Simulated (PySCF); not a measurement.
## Basis-set dependence of GaH⁺ at CCSD(T)

PySCF, UHF reference; doublet, unpaired electrons σ ↑; De to Ga⁺ + H without counterpoise correction. Frozen cores follow the default of each basis and core potential.

| basis | relativity | functions | Re (Å) | ωe (cm⁻¹) | De (eV) | frozen orbitals |
| --- | --- | --- | --- | --- | --- | --- |
| cc-pVDZ-PP/cc-pVDZ | scalar-relativistic core potentials | 28 | 1.663 | 1279 | 0.29 | 4 |
| aug-cc-pVDZ-PP/aug-cc-pVDZ | scalar-relativistic core potentials | 41 | 1.656 | 1286 | 0.34 | 4 |
| def2-TZVPPD | no relativity | 71 | 1.638 | 1427 | 0.50 | 9 |

Q: How does each smaller set differ from the one with most functions, def2-TZVPPD?

A: cc-pVDZ-PP/cc-pVDZ: +2.5 pm, -10.4 % in ωe, -0.21 eV in De; aug-cc-pVDZ-PP/aug-cc-pVDZ: +1.8 pm, -9.9 % in ωe, -0.16 eV in De. All at CCSD(T); the set with most functions is neither the basis-set limit nor always the best. The rows treat relativity differently, so the differences are not basis effects alone.

Correlated steps freeze the inner cores (4 to 9 orbitals); shallow outer-core shells are correlated. The bond is weak. Basis-set superposition, not corrected here, can be much of De in a small basis, most of all at correlated wavefunction levels. Spin–orbit coupling is left out. For an ion De counts to the pair picked by the measured ionisation energies or electron affinities, which need not be the lowest pair at this level. The state was picked by a PBE0 search and need not be the measured ground state.
